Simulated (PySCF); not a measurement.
**Spin-rotation constants: `CC[P@@](=O)(O)C1CC1`, C5H11O2P**

Molfile (atoms numbered from 1):
```
C5H11O2P
     RDKit          3D

 19 19  0  0  0  0  0  0  0  0999 V2000
    2.3824    0.8732   -0.3108 C   0  0  0  0  0  0  0  0  0  0  0  0
    1.6406    0.0419    0.7221 C   0  0  0  0  0  0  0  0  0  0  0  0
    0.3074   -0.9257   -0.0947 P   0  0  1  0  0  5  0  0  0  0  0  0
    0.7662   -1.8585   -1.1318 O   0  0  0  0  0  0  0  0  0  0  0  0
   -0.3821   -1.7154    1.1369 O   0  0  0  0  0  0  0  0  0  0  0  0
   -0.9651    0.2649   -0.6196 C   0  0  0  0  0  0  0  0  0  0  0  0
   -2.3952   -0.1852   -0.6134 C   0  0  0  0  0  0  0  0  0  0  0  0
   -1.9208    0.8026    0.3991 C   0  0  0  0  0  0  0  0  0  0  0  0
    2.7006    0.2319   -1.1302 H   0  0  0  0  0  0  0  0  0  0  0  0
    1.7367    1.6501   -0.7151 H   0  0  0  0  0  0  0  0  0  0  0  0
    3.2594    1.3463    0.1268 H   0  0  0  0  0  0  0  0  0  0  0  0
    1.2175    0.6612    1.5122 H   0  0  0  0  0  0  0  0  0  0  0  0
    2.3095   -0.6930    1.1767 H   0  0  0  0  0  0  0  0  0  0  0  0
   -0.3351   -2.6505    0.9283 H   0  0  0  0  0  0  0  0  0  0  0  0
   -0.6432    0.9092   -1.4271 H   0  0  0  0  0  0  0  0  0  0  0  0
   -3.0359    0.1547   -1.4131 H   0  0  0  0  0  0  0  0  0  0  0  0
   -2.6098   -1.1900   -0.2805 H   0  0  0  0  0  0  0  0  0  0  0  0
   -2.2370    1.8315    0.3103 H   0  0  0  0  0  0  0  0  0  0  0  0
   -1.8059    0.4599    1.4165 H   0  0  0  0  0  0  0  0  0  0  0  0
  1  2  1  0
  2  3  1  0
  3  4  2  0
  3  5  1  1
  3  6  1  0
  6  7  1  0
  7  8  1  0
  8  6  1  0
  1  9  1  0
  1 10  1  0
  1 11  1  0
  2 12  1  0
  2 13  1  0
  5 14  1  0
  6 15  1  0
  7 16  1  0
  7 17  1  0
  8 18  1  0
  8 19  1  0
M  END
```

Method used: PySCF, GIAO BHandHLYP/pcSseg-1 magnetisability, rotational g tensor and spin-rotation constants, non-relativistic, gas phase. Geometry: GFN2-xTB.

Question: Give the nuclear spin-rotation constants along the inertial axes (H = +C I·J) beside the isotropic shieldings.

Answer: Rotational constants 2.4163, 1.3859, 1.1763 GHz. A star marks the isotopologue with that one atom substituted, in its own axes.
```
atom  isotope  Caa (kHz)  Cbb (kHz)  Ccc (kHz)  mean (kHz)  σ (ppm)
  P3      31P      4.297      2.301      1.858       2.818    281.3
  H9       1H     -0.210     -0.103     -0.036      -0.117     30.3
 H10       1H     -0.149     -0.059     -0.119      -0.109     30.9
 H11       1H     -0.058     -0.114     -0.109      -0.093     30.5
 H12       1H     -0.227     -0.098     -0.041      -0.122     30.3
 H13       1H     -0.102     -0.082     -0.116      -0.100     30.3
 H14       1H     -0.333      0.030     -0.144      -0.149     29.8
 H15       1H     -0.238     -0.095     -0.058      -0.130     31.0
 H16       1H     -0.140     -0.142     -0.061      -0.115     31.1
 H17       1H     -0.217     -0.011     -0.132      -0.120     31.0
 H18       1H     -0.239     -0.011     -0.130      -0.127     31.3
 H19       1H     -0.249     -0.152     -0.005      -0.136     31.4
  C1     13C*      0.316      0.175      0.143       0.211    178.4
  C2     13C*      0.372      0.217      0.193       0.261    157.7
  O4     17O*     -0.420     -0.165     -0.209      -0.264    206.6
  O5     17O*     -0.365     -0.163     -0.115      -0.215    246.8
  C6     13C*      0.422      0.129      0.138       0.230    177.4
  C7     13C*      0.351      0.145      0.118       0.205    184.7
  C8     13C*      0.278      0.146      0.154       0.193    184.2
```
For the geometry as given, no vibrational averaging.

Question: How do the rotational constants and the g tensor change when H9, H10, H11, H12, H13, H14, H15, H16, H17, H18, H19 are replaced by deuterium?

Answer: Constants 2.0636, 1.1758, 0.9993 GHz; g -0.0106, -0.0029, -0.0004, against -0.0118, -0.0036, -0.0004 before.
